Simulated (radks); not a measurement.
Results of a calculation; reference values are marked as such.
Spherical jellium clusters: N electrons in a uniform positive sphere of charge N and radius rs N^(1/3), rs = 3.12 bohr. Level of theory: non-relativistic Kohn-Sham, PBE, spin-polarised, spherical densities (a radial shooting solver with Libxc functionals). Levels are named by radial order and angular momentum (1s, 1p, 1d, 2s, ...), and open shells are averaged over m.

N = 18, configuration 1s2 1p6 1d10. This is the lowest configuration that the search found. Occupied and some empty levels:

| level | occupation | eigenvalue (eV) | <r> (bohr) |
|---|---|---|---|
| 1s | 2 | -6.7950 | 4.875 |
| 1p | 6 | -5.3180 | 6.059 |
| 1d | 10 | -3.6239 | 6.919 |
| 2s | 0 | -3.2063 | 6.068 |
| 1f | 0 | -1.7640 | 7.792 |
| 2p | 0 | -1.2905 | 8.201 |

Energy (eV): total -30.6912, kinetic 48.314, external -1265.1, Hartree 619.91, exchange-correlation -80.796, background 646.95.
